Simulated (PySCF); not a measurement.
## He (helium, neutral): UHF calculation

Configuration: 1s1 2p1, high-spin 3P determinant (an excited configuration). Computed with PySCF 2.14 in aug-cc-pV5Z (6s5p4d3f2g, 80 functions), with the non-relativistic Hamiltonian (point nucleus).

```json
{"Total energy": "-2.071469 hartree", "One-electron energy": "-2.4646 hartree", "Hartree (Coulomb) energy": "1.2002 hartree", "Exchange energy": "-0.8071 hartree", "Kinetic energy": "2.31448 hartree", "⟨S²⟩": "2.0000", "⟨L²⟩": "2.000", "Sum of ⟨r⟩": "3.551 bohr", "Sum of ⟨r²⟩": "9.458 bohr²", "Traceless quadrupole moment −½Σ⟨3z² − r²⟩ along its main axis": "-3.47 e·bohr²", "Density at the nucleus (Gaussians lack the cusp)": "2.41 bohr⁻³", "Spin density at the nucleus": "2.41 bohr⁻³", "Langevin diamagnetic susceptibility": "-7.49 ×10⁻⁶ cm³/mol"}
```

```csv
shell,electrons,mean orbital energy (hartree),"rms radius, mean of both spins (bohr)"
1s α,1,-1.60585,0.891
2p α,1,-0.07251,2.94
```

The outer electron is Rydberg-like, and this basis confines it to a smaller radius and binds it less than a complete one would.

Spin-orbit constants ζ (cm⁻¹) from the X2C one-electron operator on these orbitals (non-relativistic here): bare nucleus, nucleus screened by l(l+1)(2l+1)/3 electrons, and screened by the Breit-Pauli mean field of the electrons.

```json
{"shell": "2p", "bare": "1.981", "screened nucleus": "0.9905", "mean field": "0.6307"}
```

To first order the Landé constant is A = 0.3153 cm⁻¹, so the lowest level has J = 0 and lies 7.82e-05 eV below the centre of the term. This holds in LS coupling only.
